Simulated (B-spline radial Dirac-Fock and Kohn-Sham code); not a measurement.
**Two-hole binding energies of Rb⁺**

System: the Rb⁺ ion, configuration 1s2 2s2 2p6 3s2 3p6 3d10 4s2 4p6.

Calculated with a radial finite-basis atomic code, using Dirac-Fock ΔSCF + Breit + QED. U is the two-hole binding energy less the two single-hole energies, the effective repulsion of the holes after relaxation. Each two-hole energy is an average over J within one jj subconfiguration.

| holes | E(a) (eV) | E(b) (eV) | E(ab) (eV) | U (eV) |
| --- | --- | --- | --- | --- |
| 1s⁻¹ 2p3/2⁻¹ | 15212.0 | 1818.3 | 17170.7 | 140.5 |
| 1s⁻¹ 3p1/2⁻¹ | 15212.0 | 263.8 | 15517.7 | 42.0 |
| 1s⁻¹ 3p3/2⁻¹ | 15212.0 | 254.6 | 15507.3 | 40.7 |
| 2s⁻² | 2084.2 | 2084.2 | 4255.4 | 87.0 |
| 2p1/2⁻² | 1878.0 | 1878.0 | 3862.7 | 106.6 |
| 2p3/2⁻² | 1818.3 | 1818.3 | 3734.7 | 98.1 |
| 2s⁻¹ 3p1/2⁻¹ | 2084.2 | 263.8 | 2384.9 | 36.9 |
| 2s⁻¹ 3d5/2⁻¹ | 2084.2 | 122.4 | 2243.2 | 36.6 |
| 2p1/2⁻¹ 3p3/2⁻¹ | 1878.0 | 254.6 | 2169.9 | 37.4 |
| 3p1/2⁻² | 263.8 | 263.8 | 559.8 | 32.2 |
| 3p1/2⁻¹ 3p3/2⁻¹ | 263.8 | 254.6 | ? | ? |
| 3p3/2⁻² | 254.6 | 254.6 | 539.2 | 30.1 |
| 3d3/2⁻² | 123.9 | 123.9 | 278.0 | 30.2 |
| 3d5/2⁻² | 122.4 | 122.4 | 275.1 | 30.3 |

Question: Give the missing two-hole energy and U.

Answer: E(ab) = 547.9 eV and U = 29.6 eV.
